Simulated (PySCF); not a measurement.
An unknown is described by computed data only.

Formula: C3H11AsOSi.

| Quantity | Value |
| --- | --- |
| 13C NMR | chemical shifts (computed TMS as zero) by class: 69.1 (1 C), 26.6 (2 C) ppm [GIAO PBE0/pcSseg-1] |
| UV, strongest line | among the 10 lowest singlet transitions: S4 at 6.60 eV (188 nm, f = 0.313) [TDDFT B3LYP/def2-SVPD] |
| Triplet | lowest triplet excitation (Tamm–Dancoff): 5.33 eV [TDA B3LYP/def2-SVPD] |
| 1H NMR | chemical shifts (computed TMS as zero) by class: 5.61 (2 H), 3.52 (1 H), 1.85 (2 H), 1.14 (6 H) ppm [GIAO PBE0/pcSseg-1] |
| Dipole | 1.22 D [B3LYP/def2-SVPD] |
| Rotational structure | rotational constants A, B, C: 3.504, 0.848, 0.720 GHz [PBE0-D3(BJ)/def2-SVP] |

Electronic properties: PySCF, gas phase, density fitting. Levels stand in brackets. One conformer (not necessarily the lowest) at the PBE0-D3(BJ)/def2-SVP geometry, without solvent, vibrations or thermal averaging. Relativistic effects, spin–orbit coupling among them, are left out although an element past zinc is present. NMR values are class means; diastereotopic atoms form classes of their own.

Question: Propose a structure and show how it fits.

Answer: Numbering: `[CH3:1][CH:2]([CH3:3])[O:4][SiH2:5][AsH2:6]`. 3 carbons fall into 2 classes; from least to most shielded: sp3 carbon bound to oxygen [C2] (69.1 ppm), methyl carbon [C1/C3] (26.6 ppm, 2 C). Hydrogen classes from least to most shielded: 2 H on an oxygen-bound silicon, Si5 (5.61 ppm), 1 H on an sp3 carbon bound to oxygen, C2 (3.52 ppm), 2 H on an arsenic bonded to Si and 2 H, As6 (1.85 ppm, a mean of values up to 0.5 ppm apart in this geometry), 6 H on 2 methyl carbons, C1/C3 (1.14 ppm, a mean of values up to 0.5 ppm apart in this geometry). The optimised geometry has point group C1 and is an asymmetric top. Structure: `CC(C)O[SiH2][AsH2]`. The assignments are read from this structure; whether some other isomer fits the data as well wasn't checked. NMR values of atoms bound to As lack the spin–orbit term that these neighbours bring.

Shape of the structure used: `[CH3:1][CH:2]([CH3:3])[O:4][SiH2:5][AsH2:6]`: C1–C2–O4–Si5 -102°, C2–O4–Si5–As6 63°, H–As6–Si5–O4 -173°, H–As6–Si5–O4 -81°.
